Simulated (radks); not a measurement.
Ta58+, 15 electrons, occupied as [Ne] 3s2 3p3 (the NIST ground configuration). All-electron calculation, Dirac Kohn-Sham, PBE, spin-unpolarised, spherical densities, finite nucleus; open shells fill j = l - 1/2 first; Fermi nuclear charge, rms radius 5.3507 fm. Program: a radial shooting solver on a logarithmic mesh with Libxc functionals.

Normalised radial functions P(r) = r R(r) (large component), r in bohr:

```
   r/bohr * 2s1/2, o 2p1/2, + 2p3/2 (the largest magnitude, 3.74, reaches the edge; | marks zero, & curves that meet)
 0.001463                             +o    *
 0.001637                             +o     *
 0.001816                             +o     *
 0.002031                             +o      *
 0.002254                             +o      *
 0.002521                             +o       *
 0.002797                             |&       *
 0.003129                             |+o       *
 0.003472                             |+o        *
 0.003883                             |+o        *
 0.004309                             |+o         *
 0.004819                             |+ o         *
 0.005348                             | +o         *
 0.005981                             | + o         *
 0.006637                             | + o         *
 0.007364                             |  + o        *
 0.008237                             |  +  o       *
  0.00914                             |   + o       *
  0.01022                             |    + o      *
  0.01134                             |     + o    *
  0.01269                             |      +  o *
  0.01408                             |       +  &
  0.01575                             |        +* o
  0.01747                             |       *  +  o
  0.01954                             |    *      +   o
  0.02169                             |  *          +  o
  0.02426                            *|               +  o
  0.02691                         *   |                +   o
   0.0301                     *       |                  +  o
   0.0334                  *          |                    +  o
  0.03736              *              |                      + o
  0.04146          *                  |                       + o
  0.04637       *                     |                        + o
  0.05145     *                       |                         +o
  0.05755   *                         |                         +o
  0.06386  *                          |                         &
  0.07085  *                          |                       o+
  0.07925   *                         |                     o+
  0.08794     *                       |                  o +
  0.09836        *                    |                o+
   0.1091           *                 |             o +
   0.1221               *             |          o +
   0.1355                  *          |       o +
   0.1515                     *       |     o+
   0.1681                        *    |   o+
    0.188                          *  | o+
   0.2086                           * |o+
   0.2334                            *|&
    0.259                            *o+
   0.2896                             &
   0.3214                             &
   0.3595                             &
   0.3989                             &
   0.4461                             &
    0.495                             &
   0.5537                             &
   0.6144                             &
```

2s1/2: eigenvalue -15905.0 eV, 1 radial node at r = 0.0238 bohr, <r> = 0.0774 bohr, 90 % of the charge inside 0.121 bohr. 2p1/2: eigenvalue -15449.6 eV, 0 radial nodes, <r> = 0.0641 bohr, 90 % of the charge inside 0.106 bohr. 2p3/2: eigenvalue -14149.3 eV, 0 radial nodes, <r> = 0.0716 bohr, 90 % of the charge inside 0.116 bohr.
